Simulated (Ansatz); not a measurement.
C₄H₁₀Ga (SMILES C[CH2][Ga][CH2]C), doublet, at a GFN2-xTB geometry (such geometries of metal compounds can be far from the true shape) (the spin is typed, not shown lowest). Base run: PBE/3-21G run with Ansatz (a quantum-chemistry and plane-wave program).

Ansatz was given this input:
Ansatz 0.2 input:
```yaml
crystal:
  periodic: [false, false, false]
  atoms:
    - {symbol: Ga, position_ang: [0.29340128, 0.50836501, 0.43322497]}
    - {symbol: C, position_ang: [1.39032336, -1.33519047, 0.94378139]}
    - {symbol: C, position_ang: [1.02252615, -2.39459966, -0.08734467]}
    - {symbol: H, position_ang: [1.11211080, -1.66803198, 1.94993458]}
    - {symbol: H, position_ang: [2.47100930, -1.15629593, 0.94192441]}
    - {symbol: H, position_ang: [1.31280384, -2.07454094, -1.08980203]}
    - {symbol: H, position_ang: [-0.05457994, -2.57102279, -0.09045035]}
    - {symbol: H, position_ang: [1.51973782, -3.34585680, 0.11933185]}
    - {symbol: C, position_ang: [-1.36430948, 0.31834187, -1.00744777]}
    - {symbol: C, position_ang: [-2.01998177, 1.66525240, -1.29034187]}
    - {symbol: H, position_ang: [-2.09823473, -0.38438905, -0.59614511]}
    - {symbol: H, position_ang: [-0.97066620, -0.11730328, -1.93293337]}
    - {symbol: H, position_ang: [-1.29452604, 2.36707791, -1.70634517]}
    - {symbol: H, position_ang: [-2.42301241, 2.09814249, -0.37271991]}
    - {symbol: H, position_ang: [-2.84143175, 1.57008050, -2.00465158]}
basis:
  gaussian:
    orbitals: 3-21G.json
hamiltonian:
  xc: pbe
magnetization: {spin_polarized: true, initial_magnetization: 1}
```
The basis file holds 3-21G in the JSON format of the Basis Set Exchange.

Each row names what was changed in the base input (with any setting that the change needs).

```
change                                                                 basis functions       E (Eh)
---------------------------------------------------------------------  ---------------  -----------
base                                                                                79  -2072.42951
basis = jorge-DZP-DKH; relativity = spin-free X2C                                  153  -2101.71008
basis = ANO-RCC-VDZP; relativity = none                                            133  -2071.74720
basis = ANO-RCC-VDZP; relativity = spin-free X2C; nucleus = Gaussian               133  -2101.86057
basis = cc-pVDZ-DK; relativity = spin-free X2C; nucleus = Gaussian                 133  -2101.72587
basis = cc-pVDZ-DK; relativity = spin-free X2C                                     133  -2101.73553
basis = ANO-RCC-VDZP; relativity = spin-free X2C                                   133  -2101.87159
basis = jorge-DZP-DKH; relativity = none                                           153  -2078.25210
basis = cc-pVDZ-DK; relativity = none                                              133  -2072.80100
basis = jorge-DZP-DKH; relativity = spin-free X2C; nucleus = Gaussian              153  -2101.70019
```

Absolute energies of different levels of theory aren't comparable as measures of quality.

Ansatz warned in this series: the basis is contracted for relativity, which the run leaves out.

Basis sets contracted for a relativistic Hamiltonian are a mismatch without it, so the rows without relativity aren't non-relativistic limits. No row has spin-orbit coupling; sets with core potentials leave out the core electrons.
